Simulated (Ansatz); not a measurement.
Reaction (cleavage of the Sb–Si bond): `[CH3][SbH][SiH3]` + H₂S → `[CH3][SbH][SH]` + SiH₄

Isolated molecules relaxed with PBE0-D4/def2-TZVP in Ansatz; ΔE leaves out vibrations. CBS: MP2 limit from def2 TZ/QZ plus the TZ coupled-cluster correction, frozen cores. This one scheme is used for every species. DFT in def2-TZVPP. B3LYP here is the variant with VWN-RPA as its local correlation; programs differ in this. def2 core potentials past Kr. For Sb outer-core shells are correlated without core-valence functions, which leaves a few kJ/mol of doubt a bond. One conformer a species, not always the lowest.

(1) Is it downhill or uphill in electronic energy at CCSD(T)/CBS, and by how much? (Best estimate.)

(2) What do these levels give: r2SCAN-D4, B3LYP-D4, r2SCANh-D4, CAM-B3LYP-D4, CAM-B3LYP, RPA@PBE/def2-TZVPP, MP2/def2-SVP, CCSD/def2-SVP, CCSD(T)/def2-SVP, MP2/def2-TZVPP, HF/CBS(def2), MP2/CBS(def2)? (Estimate.)

Largest T1 diagnostic among the species: 0.013.

Results:

(1) The calculation gave: Downhill: ΔE = -0.18 eV.

(2) The calculation gave: r2SCAN-D4 -0.19, B3LYP-D4 -0.22, r2SCANh-D4 -0.18, CAM-B3LYP-D4 -0.22, CAM-B3LYP -0.23, RPA@PBE/def2-TZVPP -0.18, MP2/def2-SVP -0.11, CCSD/def2-SVP -0.10, CCSD(T)/def2-SVP -0.10, MP2/def2-TZVPP -0.18, HF/CBS(def2) -0.30, MP2/CBS(def2) -0.20 eV.

Leaving LDA and LC-ωPBE aside and taking each functional with its dispersion term where it has one, the values, not all of them listed here, spread over 0.10 eV, from B97M-V to PBE0-D4. LDA lies +0.06 eV from PBE without D4. At CCSD(T), def2-SVP lies +0.09 eV from the extrapolated value and def2-TZVPP +0.02 eV.
